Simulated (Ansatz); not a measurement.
CSe2 (`[Se]=C=[Se]`). Total charge 0; spin multiplicity 1. All single points use the PBE0-D4/def2-TZVP geometry.

```xyz
3

Se   -0.383    1.250    1.069
C     0.000    0.000    0.000
Se    0.383   -1.250   -1.069
```

Q: What is the dipole moment at B3LYP/def2-TZVPP? (Estimate.)

A: Computed: 0.00 D, zero by symmetry or nearly so.

Q: Give the Mulliken charges with B3LYP, r2SCAN, ωB97M-V in def2-TZVPP. (Estimate.)

A: The calculation gave: 
```json
{"atom": "Se1", "B3LYP": "0.05", "r2SCAN": "0.05", "ωB97M-V": "0.07"}
{"atom": "C2", "B3LYP": "-0.10", "r2SCAN": "-0.09", "ωB97M-V": "-0.13"}
{"atom": "Se3", "B3LYP": "0.05", "r2SCAN": "0.05", "ωB97M-V": "0.07"}
```

B3LYP here is the variant with VWN-RPA as its local correlation; programs differ in this.
